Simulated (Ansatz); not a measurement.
The first iterations of a band of AlH8N3O (13 atoms, charge 0, multiplicity 1).

These are results of Ansatz, RKS B3LYP/def2-SVP, not measurements.

- movable images: 7
- climbing image: yes
- spring: 5.0 eV/Å²
- optimiser: quadratic models (default)
- start path: through a guess of the saddle point
- force threshold: 0.03 eV/Å
- iteration limit: 60
- end points: relaxed

Image 0:

```xyz
13
Properties=species:S:1:pos:R:3
Al 0.221 -0.316 -0.096
O 1.471 -0.091 -1.299
N -1.293 -1.243 -0.472
N 0.734 -0.375 1.645
H 0.171 2.118 -0.974
N -0.397 1.630 -0.279
H 2.008 -0.841 -1.571
H -1.633 -1.374 -1.421
H -1.569 -2.056 0.073
H 0.213 -0.866 2.366
H 1.714 -0.354 1.919
H -0.255 2.063 0.636
H -1.384 1.704 -0.529
```

Image 8:

```xyz
13
Properties=species:S:1:pos:R:3
Al -0.074 -0.155 0.228
O 1.486 0.199 -1.012
N -1.145 -1.349 -0.591
N 0.749 -0.550 1.773
H 0.987 1.078 -1.115
N -0.502 1.604 -0.247
H 1.388 -0.289 -1.845
H -2.045 -1.128 -1.005
H -1.093 -2.350 -0.427
H 0.277 -0.847 2.621
H 1.726 -0.361 1.975
H -0.418 2.347 0.445
H -1.335 1.802 -0.801
```

| iteration | highest image above the first end (eV) | largest band force component (eV/Å) |
| --- | --- | --- |
| 1 | 1.728 | 10.990 |
| 2 | 1.107 | 1.757 |
| 3 | 1.013 | 2.200 |
| 4 | 0.972 | 0.979 |
| 5 | 0.943 | 0.567 |

Question: Does the band converge within its limit, and where does its top end?

Answer: The run converged. It ended after 16 iterations with the highest image 0.898 eV above the first end. A vibrational analysis at the climbing image gives one clearly imaginary mode, 633i cm⁻¹: a first-order saddle point. The orbitals stay closed-shell, which can raise the energy where a bond breaks towards radicals; this wasn't checked here.

The run took 6 min on 2 threads of Arm Neoverse V1, on a shared host, peak memory 0.26 GiB.
